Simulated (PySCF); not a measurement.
Molecular orbitals of BeCl⁺

BLYP at R = 1.733 Å; Be aug-pcseg-1, Cl aug-pcseg-1; no relativity (PySCF 2.14). State: ¹Σ⁺ (singlet), closed shell. Only the outer orbitals are listed, counted within each symmetry.

```csv
orbital,occ.,ε (eV),on Be (%),main shells (%)
5σ,2,-26.94,6,92 Cl s
6σ,2,-16.63,20,"73 Cl p, 14 Be s"
2π,2,-14.66,8,"90 Cl p, 8 Be p"
2π,2,-14.66,8,"90 Cl p, 8 Be p"
7σ,0,-11.69,99,"71 Be s, 28 Be p"
3π,0,-8.24,88,88 Be p
3π,0,-8.24,88,88 Be p
```

Which are the highest filled and the lowest empty level, where do they sit, and how wide is the gap?

Highest filled 2π at -14.66 eV (in %: 90 Cl p, 8 Be p); lowest empty 7σ at -11.69 eV (in %: 71 Be s, 28 Be p); the gap at BLYP is 2.97 eV.

The bond order (Mayer) is 1.37 and the ⟨S²⟩ is 0.000. The charge on Be (Mulliken, basis-dependent) is 1.14, the charge on Be (Löwdin, basis-dependent) is 0.96 and the dipole moment (positive dipole points towards Cl; it is taken about the centre of mass and depends on that origin) is -7.76 D.
